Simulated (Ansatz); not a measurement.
`C[CH2][Ge][F]` and `[CH3][Ge][F]` differ in one atom or group.

Ansatz, PBE0-D4/def2-TZVP geometries, multiplicity 1. Each molecule was computed in one conformer, which needn't be the lowest.

Scalar relativity is left out up to krypton.

```tsv
property	`C[CH2][Ge][F]`
LUMO energy (PBE0/def2-TZVPP) / eV	-2.30
HOMO–LUMO gap (PBE0/def2-TZVPP) / eV	4.32
HOMO–LUMO gap (PBE/def2-TZVPP) / eV	2.39
size of the dipole moment (B3LYP/def2-TZVPP) / D	2.09
size of the dipole moment (PBE/def2-TZVPP) / D	1.95
zero-point energy (PBE0-D4/def2-TZVP) / kJ/mol	173.1
```

Give the same properties after the change, and the shifts. (Estimate.)

The calculation gave: 
| property | `[CH3][Ge][F]` | shift |
| --- | --- | --- |
| LUMO energy (PBE0/def2-TZVPP) / eV | -2.35 | -0.05 |
| HOMO–LUMO gap (PBE0/def2-TZVPP) / eV | 4.50 | 0.18 |
| HOMO–LUMO gap (PBE/def2-TZVPP) / eV | 2.56 | 0.17 |
| size of the dipole moment (B3LYP/def2-TZVPP) / D | 2.09 | 0.00 |
| size of the dipole moment (PBE/def2-TZVPP) / D | 1.93 | -0.02 |
| zero-point energy (PBE0-D4/def2-TZVP) / kJ/mol | 96.6 | -76.5 |

With PBE0 the HOMO falls by 0.23 eV and the LUMO falls by 0.05 eV, so the gap widens by about 0.18 eV. PBE moves the HOMO by -0.22 eV and ωB97M-V by -0.24 eV. The zero-point energy changes by -76.5 kJ/mol with -9 modes. Dipoles are sizes alone; their direction can turn.

B3LYP here is the variant with VWN-RPA as its local correlation; programs differ in this.
